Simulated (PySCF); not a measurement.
Identify the compound

An unknown has the formula C$_{6}$H$_{13}$FSi$_{2}$. Its calculated NMR data are:

1H NMR (400 MHz, computed): δ 4.75 (m, 1H), 4.01 (s, 3H), 4.01 (m, 3H), 2.08 (s, 3H), 1.23 (s, 3H).

13C{1H} NMR (computed): δ 98.0 (CH), 89.4 (C), 89.0 (C), 27.3 (C), 23.7 (CH3), 4.9 (CH3).

Relativity neglected, single conformer, in vacuum, fast rotation and ring inversion assumed for equivalent nuclei. σ from GIAO-PBE0/pcSseg-1; coordinates at the GFN2-xTB level; PySCF 2.14.0 with density-fitted response routines.

Scale: TMS for 1H and 13C (reference shieldings calculated alike).

What is the structure?

## Answers


The formula gives 2 degrees of unsaturation (no ring in the answer). 6 carbon signals for 6 carbons: no two carbons are equivalent. Carbon types of the structure: 3 × C, 1 × CH, 2 × CH3, leaving 6 H on heteroatoms. δC 98.0: sp3 CH bonded to F and Si; pulled downfield by the heteroatom. δC 89.4, 89.0: alkyne carbon; the triple bond shields along its axis, which puts it between sp3 and sp2 carbons. δC 27.3: propargylic fully substituted sp3 carbon bonded to Si. δC 23.7: methyl carbon; saturated and bonded to C and H only. δC 4.9: propargylic methyl carbon; saturated and bonded to C and H only. δH 4.75: hydrogen on an sp3 CH bonded to F and Si; its carbon carries F, an electronegative neighbour. δH 2.08: hydrogen on a propargylic methyl carbon.

Structure: `CC#C[C@@](C)([SiH3])[C@@H](F)[SiH3]`.

This is the structure that produced the data.

Splittings by 19F in the carbon and heteronuclear signals aren't shown, as no couplings were computed. Shifts are as computed. Against solution values, carbons near 30 ppm lie about +3 ppm off and those near 130 ppm about +5 ppm. Of 1211 compounds with measured shifts, 218 miss one by over three times the rms of a fit or turn the order of signals round; such compounds aren't used in these exercises. No couplings were computed; multiplicities are counted from neighbouring protons, with m where these are inequivalent, close in shift, in a saturated or five-membered ring or joined by F or P, and br s for small geminal =CH2 splittings.
